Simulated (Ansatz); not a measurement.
One elementary step

Start structure (SnAsH$_{7}$O, closed shell), relaxed at PBE0-D4/def2-TZVP:

Sn1  (-1.210, 1.220, -0.766)
O2  (-0.608, 0.666, 1.034)
H3  (-2.014, -0.145, -1.376)
H4  (-2.257, 2.556, -0.542)
H5  (0.156, 1.664, -1.686)
H6  (0.604, -2.235, 1.161)
As7  (1.267, -1.588, -0.040)
H8  (-0.427, 1.411, 1.612)
H9  (2.242, -0.804, 0.820)
H10  (2.246, -2.745, -0.219)
(Å)

The step: SnH₄O ([OH][SnH3]) + AsH₃ → SnAsH₅ ([AsH2][SnH3]) + H₂O; bonds formed: Sn1–As7, O2–H6; bonds broken: Sn1–O2, H6–As7. Program: Ansatz 0.2.0. Basis: def2-TZVPP and def2-QZVPP. Cores are frozen in the correlated methods. Filled d shells of the heavier atoms are correlated. Core potentials replace the inner electrons of the atoms past krypton. The def2 sets are not built for correlating such inner shells, so the correlated values are less sure here. Extrapolation: Hartree–Fock as exp(−7.88 √X), correlation as X^−2.97. Energies below are by CCSD(T) at an estimated basis limit (MP2 extrapolated from triple and quadruple zeta, plus CCSD(T) − MP2 in triple zeta).

Q: What are the electronic barrier and the energy of the step, from the start structure to the end structure? (Judge from chemistry; the value comes from the calculation.)

A: By the calculation: Barrier 1.204 eV; step energy -0.463 eV (downhill); reverse barrier, their difference, 1.667 eV. Barrier and step energy count from the start structure, the reverse barrier from the end structure.

The saddle point: One imaginary mode of 796i cm⁻¹.
| pair | start (Å) | saddle (Å) | end (Å) |
| --- | --- | --- | --- |
| Sn1–As7 | 3.81 | 3.23 | 2.61 |
| O2–H6 | 3.15 | 1.15 | 0.96 |
| Sn1–O2 | 1.98 | 2.11 | 3.19 |
| H6–As7 | 1.52 | 1.95 | 3.36 |

Zero-point energy (harmonic, PBE0-D4): ZPE is 1.534 eV at the start and 1.491 eV at the saddle, so the barrier goes from 1.204 to 1.161 eV.

T1 diagnostic: at most 0.014.

Labels in which every atom is bracketed show which atoms are joined, not bond orders.

For scale, one of the runs: CCSD(T)/def2-TZVPP, 227 basis functions, launched by `ansatz run in.yaml --threads 8 --pin off --events-out ev --progress --plain --max-ram 19148MiB`. Time: 100 s of wall clock on 8 CPU threads of an Arm Neoverse V2; the host was shared. Peak host memory: 4.3 GiB.
